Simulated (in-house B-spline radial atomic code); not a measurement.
Ionising the rhodium ion Rh²⁺ with different functionals

Computed with a radial B-spline atomic code at the basis-set limit: four-component Dirac-Coulomb Hamiltonian, Fermi nucleus of rms radius 4.4945 fm, spin-restricted, spherical fractional occupations for the functionals, and exact exchange of hybrids averaged over the configuration. The ionisation energy is the difference of two self-consistent energies, [Kr] 4d7 → [Kr] 4d6, without Breit or QED terms; ε is the level of the shell that loses the electron (mean over j). The electron is taken from both j subshells in proportion to 2j + 1, so the result is a j average, not the step between ground levels.

```
   method                    rung  ΔSCF (eV)  -ε(4d) (eV)
     PBE0           global hybrid          ?            ?
BHandHLYP           global hybrid      32.06        29.40
    B3LYP           global hybrid          ?            ?
CAM-B3LYP  range-separated hybrid      32.37        29.15
```

(1) What does B3LYP give?

(2) What does PBE0 give?

(3) Among the functionals, which spreads more, the ΔSCF values or the orbital energies?

(4) How do they compare with the NIST value?

Answers

(1) ΔSCF 32.44 eV, and -ε(4d) = 27.32 eV.

(2) ΔSCF 32.33 eV, and -ε(4d) = 27.61 eV.

(3) The orbital energies: ΔSCF values span about 0.38 eV and the orbital energies 2.09 eV; here energy differences depend much less on the functional than eigenvalues do.

(4) NIST lists 31.060 eV (semi-empirical, ground level to ground level). Errors run from +1.00 to +1.38 eV. The correlated functionals all miss on the same side by more than they spread, so the cause is common to them (Breit-QED terms, spin polarisation, the choice among j levels, multiplet and fine-structure energies, or a listed next ion that isn't the cheapest removal here) and closeness doesn't rank the functionals.
